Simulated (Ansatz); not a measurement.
Ansatz results at the PBE0-D4/def2-TZVP geometry: HOMO energy (PBE0/def2-TZVPP) -5.89 eV; zero-point energy (PBE0-D4/def2-TZVP) 184.7 kJ/mol; HOMO energy (B3LYP/def2-TZVPP) -5.70 eV.

Each molecule was computed in one conformer, which needn't be the lowest.

Q: Which molecule gave them?
A. `BB(N)[SiH3]`
B. `N[BH][Al]1[CH2][O]1`
C. `BB[SiH2]O`
D. `B[N]1[AlH][CH]1O`

A: B. The others give `BB(N)[SiH3]`: -7.27, 199.8, -7.09; `B[N]1[AlH][CH]1O`: -6.93, 169.1, -6.74; `BB[SiH2]O`: -7.34, 168.5, -7.11.

B3LYP here is the variant with VWN-RPA as its local correlation; programs differ in this.
